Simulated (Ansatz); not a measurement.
`[NH2][SnH2][SiH2]O` + `[NH2][GaH][OH]` → `[NH2][GaH][O][SiH2]O` + `[NH2][SnH3]`  (cleavage of the Si–Sn bond)

Program: Ansatz. Geometries: PBE0-D4/def2-TZVP. ΔE: electronic, gas phase. CCSD(T)/CBS is the MP2 limit (def2-TZVPP, def2-QZVPP) plus CCSD(T) − MP2 in def2-TZVPP, frozen cores. Functionals use def2-TZVPP. def2 core potentials past Kr. For Ga, Sn outer-core shells are correlated without core-valence functions, which leaves a few kJ/mol of doubt a bond. Scalar relativity is left out up to krypton. Each species was taken in one conformer, which may not be the lowest.

| level | ΔE (kJ/mol) |
| --- | --- |
| PBE | -78.7 |
| HF/def2-TZVPP | -147.5 |

Question: What does CCSD(T)/CBS give? (An estimate is asked.)

Answer: Computed: -104.2 kJ/mol. The listed levels differ from it by 25.5, -43.3 kJ/mol.

Largest T1 diagnostic among the species: 0.014.

From PBE to PBE0 (25 % exact exchange), in def2-TZVPP and without D4, ΔE moves by −13.0 kJ/mol. In def2-TZVPP, CCSD(T) changes the Hartree–Fock value by +34.5 kJ/mol (the triples alone add +5.0 kJ/mol) and MP2 by +35.8 kJ/mol.
